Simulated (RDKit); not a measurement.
A run for RDKit: UFF on SiH4 (SMILES [SiH4]).

```python
from rdkit import Chem
from rdkit.Chem import AllChem, rdDetermineBonds

blocks = [
'''5

Si    0.00000000   -0.00000000   -0.00000000
H     0.85467615    0.85467615    0.85467615
H    -0.85467615   -0.85467615    0.85467615
H    -0.85467615    0.85467615   -0.85467615
H     0.85467615   -0.85467615   -0.85467615
''',
]
mol = None
for b in blocks:
    f = Chem.MolFromXYZBlock(b)
    rdDetermineBonds.DetermineBonds(f, charge=0)
    mol = f if mol is None else Chem.CombineMols(mol, f)
Chem.SanitizeMol(mol)
print(Chem.MolToSmiles(Chem.RemoveHs(mol)))
ff = AllChem.UFFGetMoleculeForceField(mol, vdwThresh=100.0, ignoreInterfragInteractions=False)
e = ff.CalcEnergy()
print(f'UFF energy {e:.6f} kcal/mol')
```

It printed:

```
[SiH4]
UFF energy 0.066533 kcal/mol
```

The run finished.

Cost: very roughly 0.04 core-seconds.
